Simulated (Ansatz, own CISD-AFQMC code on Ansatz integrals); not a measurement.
CH2N2, SMILES `N=C=N` (charge 0, multiplicity 1).

Cartesian coordinates (Å):
```xyz
5

N     -1.1963     0.1245     0.0076
C     -0.0021     0.1071     0.2502
N      1.1886     0.2746     0.4494
H     -1.8459    -0.3381     0.6286
H      1.8601    -0.3916     0.0929
```
Charge 0, multiplicity 1.

Frozen-core correlation energies in cc-pVTZ at a geometry from B3LYP-D3(BJ)/def2-TZVP, on an HF energy of -147.95725 Ha (<S^2> = 0.00). Wave-function levels are from Ansatz, the walk from an own CISD-AFQMC code on Ansatz integrals (time step 0.005/Ha, trial state from CCSD amplitudes, largest double 0.06).

```csv
level,correlation energy (mHa)
MP2,-552.5
CCSD,-557.5
CCSD(T),-586.0
```

What correlation energy does phaseless AFQMC give, and where does it lie among these levels?

-587.2 ± 0.4 mHa (one standard error). AFQMC minus each level: MP2 -34.8 mHa, CCSD -29.8 mHa, CCSD(T) -1.2 mHa.
